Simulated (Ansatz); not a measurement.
A nudged elastic band was laid between two geometries of CH5AlFNS (10 atoms, charge 0, multiplicity 1).

The calculation used Ansatz 0.2.0, RKS BLYP-D4/def2-SVP.

```yaml
movable_images: 7
climbing_image: yes
spring: 5.0 eV/Å²
optimiser: quadratic models (default)
start_path: IDPP
force_threshold: 0.05 eV/Å
iteration_limit: 60
end_points: relaxed
```

Initial state:

```xyz
10
Properties=species:S:1:pos:R:3
N -0.801 -0.962 -1.157
Al 0.185 -0.320 0.179
S 1.376 -1.637 1.506
C 0.198 1.651 0.471
F -0.637 2.238 -0.519
H -1.349 -0.347 -1.766
H -0.920 -1.936 -1.444
H 1.001 -2.785 0.870
H -0.184 1.947 1.476
H 1.215 2.099 0.387
```

Final state:

```xyz
10
Properties=species:S:1:pos:R:3
N -1.032 -0.857 -1.404
Al 0.042 -0.519 -0.026
S 1.037 -2.223 0.984
C 0.291 1.379 0.540
F -0.472 2.199 -0.331
H -1.253 -1.770 -1.806
H -1.523 -0.118 -1.916
H 1.683 -1.419 1.877
H -0.045 1.567 1.588
H 1.355 1.710 0.497
```

(1) Which bonds break or form, and what moves?

(2) Give the energies along the band, and the barrier.

(3) What is the geometry of the highest image?

Answers

(1) No bond is made or broken. The height of N1 over the plane of its neighbours goes from 0.00 to 0.00 Å.

(2) The run converged. The highest image is number 3 of 0 to 8, 0.31 eV above the first end and 0.31 eV above the last; the last end lies 0.01 eV below the first. The profile has 2 maxima (images 3, 6) with wells between them (image 5): this band takes more than one step, which may be the mechanism or a detour left from its start path. A vibrational analysis at the climbing image gives one clearly imaginary mode, 318i cm⁻¹: a first-order saddle point.

```csv
image,path coordinate (Å),energy (eV),height of N1 over the plane of its neighbours (Å)
0,0.00,0.00,0.00
1,0.64,0.06,0.05
2,1.27,0.22,0.16
3,1.91,0.31,0.25
4,2.88,0.12,0.08
5,3.85,0.02,-0.01
6,4.82,0.09,0.02
7,5.79,0.05,-0.01
8,6.76,-0.01,0.00
```

(3) 
```xyz
10
Properties=species:S:1:pos:R:3
N -1.169 -1.024 -0.963
Al 0.043 -0.324 0.179
S 0.891 -1.622 1.754
C 0.733 1.552 0.191
F 0.161 2.287 -0.874
H -2.149 -0.722 -0.927
H -0.929 -1.165 -1.951
H 0.154 -2.697 1.348
H 0.502 2.075 1.150
H 1.845 1.589 0.094
```

Run time: 110 s on 2 threads of Intel(R) Xeon(R) 6975P-C (Granite Rapids), on a shared host, peak memory 0.16 GiB.
